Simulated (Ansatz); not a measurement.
Born–Oppenheimer molecular dynamics of Cl$_{3}$FH$_{3}$HfN (9 atoms, charge 0, multiplicity 1). It starts at the highest image of a converged band. Of that band: A vibrational analysis at the climbing image gives one clearly imaginary mode, 59i cm⁻¹, and a faint second one (13i cm⁻¹) that may be numerical noise or a soft torsion: probably a first-order saddle point.

The calculation used RKS BHLYP-D4/def2-SVP (Ansatz 0.2.0).

| Property | Result |
| --- | --- |
| ensemble | NVE (velocity Verlet) |
| time step | 0.5 fs |
| steps asked | 200 |
| starting velocities drawn for | 100 K |
| seed | 10869 |

First frame:

```xyz
9
Properties=species:S:1:pos:R:3
Hf 0.276 -0.479 -0.018
N 0.208 -0.213 2.327
H -0.728 -0.348 2.696
H 0.482 0.719 2.619
Cl 1.920 0.515 -1.372
Cl -1.157 1.444 0.283
Cl -1.234 -1.875 -1.157
F 1.386 -1.871 0.734
H 0.823 -0.890 2.766
```

How far do the bonds stretch over the last three quarters of this one trajectory? (Pairs bonded in most of those frames.)


```json
{"bond": "Hf1–N2", "mean (Å)": "2.347", "spread (Å)": "0.027", "shortest": "2.31", "longest": "2.39"}
{"bond": "Hf1–Cl5", "mean (Å)": "2.349", "spread (Å)": "0.007", "shortest": "2.34", "longest": "2.36"}
{"bond": "Hf1–Cl6", "mean (Å)": "2.423", "spread (Å)": "0.012", "shortest": "2.40", "longest": "2.44"}
{"bond": "Hf1–Cl7", "mean (Å)": "2.353", "spread (Å)": "0.001", "shortest": "2.35", "longest": "2.36"}
{"bond": "Hf1–F8", "mean (Å)": "1.934", "spread (Å)": "0.007", "shortest": "1.92", "longest": "1.94"}
{"bond": "N2–H3", "mean (Å)": "1.015", "spread (Å)": "0.014", "shortest": "0.99", "longest": "1.04"}
{"bond": "N2–H4", "mean (Å)": "1.017", "spread (Å)": "0.008", "shortest": "1.00", "longest": "1.03"}
{"bond": "N2–H9", "mean (Å)": "1.016", "spread (Å)": "0.009", "shortest": "1.00", "longest": "1.03"}
```

Mean temperature of the second half: 50 K. The conserved energy stayed within 0.053 meV per atom of its start (net change 0.031 meV per atom), so the integration is sound. A run of 0.1 ps of so small a system gives no equilibrium averages. The orbitals stay closed-shell, which can raise the energy where a bond breaks towards radicals; this wasn't checked here.

Run time: 7.8 min on 4 threads of Arm Neoverse V2 (shared host), peak memory 0.37 GiB.
